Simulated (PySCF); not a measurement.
C4H7F2OSi (doublet state).
Z-matrix (Å and degrees, GFN2-xTB geometry), rows numbered from 1:
```
F 
C   1  1.3760
C   2  1.4821  1  111.19
C   3  1.4880  2  121.15  1    35.99
O   4  1.4188  3  110.19  2   140.24
Si  5  1.6277  4  116.63  3     1.67
C   3  1.4713  2  121.00  1  -167.59
F   7  1.3883  3  111.76  2   -11.50
H   2  1.1045  1  105.85  3   122.64
H   2  1.0967  1  107.41  3  -121.85
H   4  1.0966  3  111.01  2    19.44
H   4  1.0995  3  112.14  2  -100.65
H   6  1.4531  5  108.82  4   124.74
H   6  1.4562  5  113.29  4  -103.04
H   7  1.0998  3  112.68  2   106.23
```

The hyperfine couplings belong to this conformer and change with its torsions.

Identity: `FC[C]1CO[SiH2][C@H]1F` [radical].

Computed, not measured: PySCF, UKS B3LYP, pcH-1 on C F H O Si, non-relativistic, mean-field spin-orbit, GIAO. Geometry: GFN2-xTB, one conformer, isolated molecule. A GFN2-xTB geometry isn't a minimum of the functional, and hyperfine couplings can be far from their values at a DFT geometry. No stability test was run, so a lower SCF solution isn't excluded.

Largest spin populations (Mulliken): C3 (+0.91), C2 (-0.06), H15 (+0.06) and C4 (-0.06). C3 is the only atom above +0.15. The angles at C3 add up to 356.1°, so it is nearly planar.

(1) How do the β-proton couplings of this frozen conformer go with θ, the angle between the C–H bond and the normal to the plane of the spin centre's three neighbours, both seen down the bond from centre to carbon?

Answers

(1) 
| β H | on | centre | θ (°) | cos²θ | a (G) |
| --- | --- | --- | --- | --- | --- |
| H9 | C2 | C3 | 4 | 0.99 | +43.59 |
| H10 | C2 | C3 | 54 | 0.35 | +19.90 |
| H11 | C4 | C3 | 59 | 0.27 | +19.99 |
| H12 | C4 | C3 | 1 | 1.00 | +35.85 |
| H15 | C7 | C3 | 4 | 0.99 | +51.06 |

Fitting the Heller–McConnell form a = ρ(B0 + B2 cos²θ), with Mulliken ρ = 0.91, gives B0 = 10.5 G and B2 = 37.2 G; with only two distinct angles the two parameters are fixed exactly.

Couplings in gauss use g_iso = 2.0025.
